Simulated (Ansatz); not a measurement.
System: SeCl, net charge 0, doublet state. SMILES: Cl[Se]
Geometry from a B3LYP-D3(BJ)/def2-TZVP (Ansatz, a quantum-chemistry and plane-wave program) optimisation:
```
Se
Cl 1 2.1470
```
Charge 0, spin multiplicity 2.

Quantity: vertical ionisation energy (to the triplet state of charge +1; each state is the SCF solution reached for its spin), in eV. Cores are frozen in the correlated levels unless marked. UHF or UKS for open shells. No spin-orbit coupling. Frozen are the shells of the preceding noble gas and the d and f shells that filled before the atom's block. Non-relativistic. CBS(X,Y): correlation extrapolated as X^-3; Hartree-Fock from the larger set.

```csv
level,program,vertical ionisation energy (eV)
SVWN5/def2-TZVPD,Ansatz,9.39
r2SCAN/def2-TZVPD,Ansatz,9.28
PBE0/def2-TZVPD,Ansatz,9.35
BHLYP/def2-TZVPD,Ansatz,9.40
CAM-B3LYP/def2-TZVPD,Ansatz,9.49
wB97M-V/def2-TZVPD,Ansatz,9.41
wB97X-V/def2-TZVPD,Ansatz,9.51
```

Problem. Estimate the value at CCSD(T)/CBS(def2-TZVPPD,def2-QZVPPD) as computed with Ansatz.

Solution. 9.45 eV, so wB97X-V/def2-TZVPD differs from it by 0.06 eV.
